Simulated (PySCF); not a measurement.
A structure optimised at PBE0-D3(BJ)/def2-SVP, used in a PySCF frequency run:

```xyz
18

N     -1.8059    -1.2803    -0.0367
Si    -1.2989     0.2693    -0.5995
N     -2.7090     1.1027    -1.1353
C     -0.3145     1.0172     0.8211
Si     1.1820     0.0039     1.3484
Si     2.5009    -0.6236    -0.4924
H     -1.2550    -1.7960     0.6394
H     -2.3284    -1.9013    -0.6435
H     -0.3936     0.3078    -1.7987
H     -3.5058     1.2359    -0.5237
H     -2.6466     1.8259    -1.8411
H     -0.9678     1.1712     1.6973
H      0.0427     2.0109     0.4992
H      2.0405     0.7475     2.3265
H      0.7327    -1.2545     2.0332
H      3.7819    -1.2392    -0.0220
H      2.8332     0.5640    -1.3404
H      1.7810    -1.6258    -1.3383
```
Charge 0, spin multiplicity 1.

Question: Write its SMILES and formula.

Answer: N[SiH](N)C[SiH2][SiH3], CH12N2Si3

Question: What are its rotational constants (standard atomic weights)?

Answer: 2.8561, 0.88430, 0.83259 GHz
